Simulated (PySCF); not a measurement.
# Ionisation energy of Sc⁺ by level of theory

Sc⁺ [Ar] 3d1 4s1 (3D) → Sc²⁺ [Ar] 3d1 (2D), as a difference of total energies. Computed with PySCF 2.14 in ANO-RCC-VTZP, with the spin-free X2C one-electron Hamiltonian (Gaussian nucleus). Correlated levels: valence and next inner shell: [Ne] frozen. The calculations carry no spin-orbit coupling.

| method | ionisation energy (eV) | error (eV) |
| --- | --- | --- |
| UHF | 12.229 | -0.571 |
| MP2 (valence and next inner shell) | 12.758 | -0.042 |
| SCS-MP2 (valence and next inner shell) | 12.630 | -0.170 |
| CCSD (valence and next inner shell) | 12.729 | -0.071 |
| CCSD(T) (valence and next inner shell) | 12.764 | -0.036 |

Reference: 12.800 eV (measured; NIST Atomic Spectra Database, ionization energies).

Errors of the correlated levels include the incompleteness of this basis and the frozen core.
